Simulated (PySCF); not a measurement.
What PySCF settings do for SBr

Base input, run as `OMP_NUM_THREADS=1 python input.py` with PySCF 2.14:

```python
from pyscf import gto, scf, tdscf

mol = gto.M(
    atom='S 0 0 0; Br 0 0 2.1',
    basis='6-31g',
    charge=0,
    spin=1,
    verbose=4,
)
mf = scf.UHF(mol)
mf.kernel()
td = tdscf.TDHF(mf)
td.nstates = 4
td.kernel()
td.analyze()
mf.dip_moment()
print('orbital energies (hartree):', [e[max(0, n-3):n+3].round(4) for e, n in zip(mf.mo_energy, mol.nelec)])
```

Base result: E(SCF) = -2969.490164 Eh, 12 cycles, ⟨S²⟩ = 0.757, μz(SCF) = -0.19 D, first excitations without spin–orbit coupling 0.00, 3.00, 3.99, 4.43 eV. The bond length is a typed value, not an optimised one. No search for the lowest solution was made.

It ran on Arm Neoverse N1 (1 thread, shared host) in 22 s, peak memory 0.22 GiB.

Each row names what differs from the base; energies in brackets are changes from the base.

```tsv
change	result	wall time (s)
second-order solver: off → on	E(SCF) = -2969.490164 Eh (+0.0000 eV), 3 cycles, ⟨S²⟩ = 0.757, μz(SCF) = -0.19 D, first excitations without spin–orbit coupling 0.00, 3.00, 3.99, 4.43 eV	24
smearing width (hartree): none → 0.01; step after the SCF: tdhf → none [smearing does not keep the typed spin]	E(SCF) = -2969.348456 Eh (+3.8561 eV), 9 cycles, μz(SCF) = 0.74 D	1.8
functional: none (Hartree–Fock) → r2scan; SCF type: UHF → UKS; step after the SCF: tdhf → analyze	E(SCF) = -2971.818549 Eh, 9 cycles, ⟨S²⟩ = 0.751, μz(SCF) = 0.67 D	6.7
step after the SCF: tdhf → optimize	E(SCF) = -2969.490164 Eh (+0.0000 eV), 12 cycles, ⟨S²⟩ = 0.757, all at the start geometry; optimised bond 4.132 Å with E = -2969.506880 Eh after 13 steps	39
functional: none (Hartree–Fock) → lc_wpbe; SCF type: UHF → UKS; step after the SCF: tdhf → analyze	E(SCF) = -2971.386174 Eh, 12 cycles, ⟨S²⟩ = 0.752, μz(SCF) = 0.26 D	11
initial guess: minao → hcore [may be another electronic state]	not converged: SCF after 50 cycles	8.1
basis set: 6-31g → lanl2dz; core potential: off → on	E(SCF) = -22.764556 Eh, 12 cycles, ⟨S²⟩ = 0.757, μz(SCF) = -0.18 D, first excitations without spin–orbit coupling 0.00, 3.00, 4.02, 4.42 eV	1.6
point-group symmetry: off → on	the SCF does not converge, then it stops with RuntimeError (This error is often caused by a problematic SCF solution, such as a saddle-point solution.) after the SCF	2.5
charge: 0 → 1; spin (2S): 1 → 0 [another spin of the ion may lie lower] [spin-contaminated]	E(SCF) = -2969.128895 Eh (+9.8306 eV), 14 cycles, ⟨S²⟩ = 1.004, first excitations without spin–orbit coupling 0.00, 1.66, 2.59, 3.60 eV	17
functional: none (Hartree–Fock) → mn15l; SCF type: UHF → UKS; step after the SCF: tdhf → analyze	E(SCF) = -2971.843424 Eh, 9 cycles, ⟨S²⟩ = 0.752, μz(SCF) = 0.69 D	6.8
level shift (hartree): none → 5 [unsound on purpose]	not converged: SCF after 50 cycles	8.5
charge: 0 → -1; spin (2S): 1 → 0 [another spin of the ion may lie lower] [no diffuse functions for the anion]	E(SCF) = -2969.551968 Eh (-1.6818 eV), 9 cycles, first excitations without spin–orbit coupling 2.42, 2.42, 3.42, 3.42 eV	3.9
charge: 0 → 2 [an earlier cycle lay lower, so not the lowest solution of its kind] [another spin of the ion may lie lower]	E(SCF) = -2968.448558 Eh (+28.3435 eV), ⟨S²⟩ = 0.767, first excitations without spin–orbit coupling 0.24, 2.08, 2.41, 2.88 eV	16
```
